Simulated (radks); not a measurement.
The numbers below are computed, except where a source is named.
The bromine ion Br+ inside a hard spherical wall (all orbitals vanish at R), configuration held at [Ar] 3d10 4s2 4p4 and not refilled when levels cross. Code: a radial shooting solver on a logarithmic mesh with Libxc functionals. Model: scalar-relativistic Kohn-Sham, PBEsol, spin-polarised, spherical densities, point nucleus; open shells are filled with parallel spins first. Eigenvalues in eV for spin up, with the zero of energy where the potential of the charges vanishes at infinity; a dash marks a level that is unbound or too diffuse for the functional's potential to be trusted. A positive occupied level is held by the wall or, in an anion where self-interaction has pushed it up, behind a barrier. The pressure on the wall is -dE/dV.

R (bohr)  E (hartree)  kinetic (hartree)    e(3p)    e(3d)    e(4s)    e(4p)  e(5s, empty)  e(4d, empty)  pressure (GPa)
free      -2604.26004           2660.408  -184.46  -77.930  -31.149  -18.205             -             -               0
20        -2604.26004           2660.408  -184.46  -77.930  -31.149  -18.205             -             -        < 0.0001
12        -2604.26004           2660.408  -184.46  -77.930  -31.149  -18.205        -5.629        -3.843        < 0.0001
7         -2604.25968           2660.413  -184.44  -77.907  -31.131  -18.187        -4.679        -3.361          0.0344
5         -2604.24131           2660.570  -183.83  -77.306  -30.689  -17.702         0.349        -1.300            3.41
3.5       -2603.91541           2662.422  -178.97  -72.508  -27.037  -13.241        22.772         7.585             129
3         -2603.33320           2665.050  -173.82  -67.455  -22.505   -7.573        45.627        16.643             483
2         -2596.54034           2688.622  -146.19  -40.170   16.117   38.189        196.36        76.575           10500
